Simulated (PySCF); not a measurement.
Compound: C6H11OSi (doublet state).
SMILES with atom numbers: `[CH:1]#[C:2][C@@H:3]([SiH3:4])[C@@H:5]([CH3:6])[CH:7][OH:8]` (hydrogens: H9 on C1; H10 on C3; H11, H12, H13 on Si4; H14 on C5; H15, H16, H17 on C6; H18 on C7; H19 on O8)

Geometry (GFN2-xTB, Å), atoms numbered from 1 in this order:
```
atom  x, y, z in Å
C1    -2.4951    1.9434   -0.5491
C2    -1.7267    1.0989   -0.1861
C3    -0.7901    0.0823    0.2098
Si4   -1.2998   -1.6708   -0.3876
C5     0.6171    0.3606   -0.3560
C6     1.3311    1.4622    0.4350
C7     1.3488   -0.9315   -0.3408
O8     2.0884   -1.2407   -1.4472
H9    -3.1741    2.6832   -0.8520
H10   -0.7330    0.0748    1.3034
H11   -0.7346   -2.6966    0.4935
H12   -0.9433   -1.8750   -1.7882
H13   -2.7630   -1.7503   -0.2682
H14    0.5214    0.6745   -1.3994
H15    0.7299    2.3689    0.4197
H16    1.4746    1.1568    1.4703
H17    2.3035    1.6780   -0.0023
H18    1.6838   -1.3335    0.6069
H19    2.5512   -2.0760   -1.3239
```

The hyperfine couplings belong to this conformer and change with its torsions.

Computed with PySCF 2.14.0, UKS B3LYP, pcH-1 on C H O Si, non-relativistic, mean-field spin-orbit, GIAO. Geometry: GFN2-xTB, one conformer, isolated molecule. The geometry wasn't refined by DFT: couplings that depend on bond lengths, twists or pyramidal angles can differ widely from those at the functional's own minimum.

How many α and β electrons are there, and what is ⟨S²⟩ of the pure spin state?

69 electrons with 2S = 1: 35 α and 34 β; S(S+1) = 0.75.

Mulliken spin populations, one withheld:

```csv
atom,bound to,population
C1,"C2, H9",+0.0104
C2,"C1, C3",-0.0005
C3,"C2, Si4, C5, H10",+0.0271
Si4,"C3, H11, H12, H13",+0.0082
C5,"C3, C6, C7, H14",?
C6,"C5, H15, H16, H17",+0.0275
C7,"C5, O8, H18",+0.8477
O8,"C7, H19",+0.1350
H9,C1,-0.0003
H10,C3,-0.0016
H11,Si4,+0.0093
H12,Si4,+0.0042
H13,Si4,+0.0170
H14,C5,+0.0004
H15,C6,+0.0106
H16,C6,0.0000
H17,C6,-0.0034
H18,C7,-0.0252
H19,O8,-0.0049
```

Fill in the missing population.

The populations add up to Nα − Nβ = 1, and the others sum to 1.0615, so C5 holds -0.061.

How is the spin shared among the elements?

Carbon +0.85, oxygen +0.14, silicon +0.01, hydrogen +0.01. The positive populations sum to 1.10, the negative ones to -0.10.

The run gives ⟨S²⟩ = 0.7532. What does that say of the overlap of α and β orbitals, and of the weight of higher spin?

For a single determinant ⟨S²⟩ = S(S+1) + Nβ − Σ|⟨iα|jβ⟩|², so the squared overlaps of occupied orbitals sum to 34 − 0.0032 = 33.9968. If the quartet state (S + 1) were the only admixture, its weight would be 0.0032/(2S + 2) = 0.11 %. For Kohn–Sham this describes the determinant of the orbitals, not the true wave function.

What Fermi-contact NMR shifts do the couplings of C1, C2, C3, Si4, C5, C6, H9 imply at 350 K (Curie law, g = gₑ)?

δ = a_FC·h·gₑ μB S(S+1)/(3 g_N μN kT), with k/h = 20836.6 MHz/K:

| nuclei | isotope | a_FC (MHz) | g_N | contact shift (ppm) |
| --- | --- | --- | --- | --- |
| C1 | 13C | 2.19 | 1.4048 | +197 |
| C2 | 13C | 6.49 | 1.4048 | +583 |
| C3 | 13C | 58.57 | 1.4048 | +5254 |
| Si4 | 29Si | 4.17 | -1.1106 | -473 |
| C5 | 13C | -16.34 | 1.4048 | -1466 |
| C6 | 13C | 43.51 | 1.4048 | +3904 |
| H9 | 1H | -0.58 | 5.5857 | -13 |

The sign follows the spin density at the nucleus: positive density means a positive shift.
